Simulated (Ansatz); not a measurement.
`[OH][GeH]([F])[GeH3]` → `[OH][GeH2][F]` + `[GeH2]` at 400 K and 1 bar (germylene loss).

Calculated with Ansatz (gas phase, PBE0-D4/def2-TZVP geometries, no zero-point term in ΔE). CCSD(T)/CBS is the MP2 limit (def2-TZVPP, def2-QZVPP) plus CCSD(T) − MP2 in def2-TZVPP, frozen cores. For Ge outer-core shells are correlated without core-valence functions, which leaves a few kJ/mol of doubt a bond. Scalar relativity is left out up to krypton. One conformer a species, not always the lowest.

```json
{"species": "`[OH][GeH]([F])[GeH3]`", "CCSD(T)/CBS energy (Eh)": "-4330.26117", "H − E (kJ/mol)": "159.8", "S (J/(mol·K))": "406.5"}
{"species": "`[OH][GeH2][F]`", "CCSD(T)/CBS energy (Eh)": "-2252.93819", "H − E (kJ/mol)": "106.2", "S (J/(mol·K))": "313.8"}
{"species": "`[GeH2]`", "CCSD(T)/CBS energy (Eh)": "-2077.24753", "H − E (kJ/mol)": "42.4", "S (J/(mol·K))": "231.0"}
```

H − E and S are ideal-gas, rigid-rotor, harmonic terms from PBE0-D4/def2-TZVP, for one conformer and one mirror image of each species. 1 Eh = 2625.50 kJ/mol, R = 8.31446 J/(mol·K).

Task: By hand: ΔE, ΔH, ΔS and ΔG.

Result: ΔE = (-2252.93819) + (-2077.24753) − (-4330.26117) = 0.07545 Eh = 198.1 kJ/mol. Δ(H − E) = 106.2 + 42.4 − 159.8 = -11.2, so ΔH = 186.9 kJ/mol. ΔS = 313.8 + 231.0 − 406.5 = 138.3 J/(mol·K). ΔG = 186.9 − 400 × (138.3)/1000 = 131.6 kJ/mol.

Task: By hand: the equilibrium constant, and the temperature at which ΔG would vanish if ΔH and ΔS stayed fixed.

Result: log₁₀ K = −ΔG/(RT ln 10) = -17.2. ΔG = 0 at ΔH/ΔS = 1351 K.

The number of gas molecules changes by +1, which sets the sign of ΔS. A doubt of 5 kJ/mol in ΔE shifts log₁₀ K by 0.7 here. Other conformers and mirror images would add mixing entropy, several J/(mol·K) or more a flexible species. These are equilibria of isolated gas molecules and say nothing of rates. Largest T1 diagnostic: 0.012 (customary marks: 0.02 for closed shells, 0.045 for open ones).
